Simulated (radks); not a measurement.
Values are calculated unless marked as measured or tabulated.
Effect of the nuclear size on the gold ion Au2+, [Xe] 4f14 5d9. Level of theory: Dirac Kohn-Sham, BLYP, spin-unpolarised, spherical densities, finite nucleus; open shells are shared between the two j in proportion to 2j + 1; Fermi nuclear charge, rms radius 5.4371 fm (a radial shooting solver on a logarithmic mesh with Libxc functionals). The rms radius is varied about that value; shifts are against it.

\begin{tabular}{lrrrrrrrrr}
rms radius (fm) & total energy shift (eV) & density at nucleus (e/bohr^3) & 1s1/2 shift (meV) & 2s1/2 shift (meV) & 5s1/2 shift (meV) & 5p1/2 shift (meV) & 5d5/2 shift (meV) & 6s1/2 (empty) shift (meV) & 6p1/2 (empty) shift (meV) \\ \hline
4.8662 & -19.3 & 2.241e+06 & -7730 & -1140 & -13.1 & -0.313 & 0.114 & -1.68 & -0.079 \\
5.1109 & -11.2 & 2.198e+06 & -4480 & -662 & -7.62 & -0.182 & 0.066 & -0.974 & -0.046 \\
5.4371 & 0 & 2.144e+06 & 0.000 & 0.000 & 0.000 & 0.000 & 0.000 & 0.000 & 0.000 \\
5.6763 & 8.46 & 2.107e+06 & 3390 & 501 & 5.76 & 0.138 & -0.050 & 0.737 & 0.035 \\
6.5898 & 42.7 & 1.985e+06 & 17100 & 2530 & 29.1 & 0.701 & -0.254 & 3.72 & 0.177 \\
\end{tabular}

Slopes of the eigenvalues against <r^2> in GHz/fm^2, as finite differences over the two radii next to the reference (eigenvalue slopes, not the field-shift constants of lines): 1s1/2 312000, 2s1/2 46100, 5s1/2 531, 5p1/2 12.7, 5d5/2 -4.62, 6s1/2 (empty) 67.8, 6p1/2 (empty) 3.21.
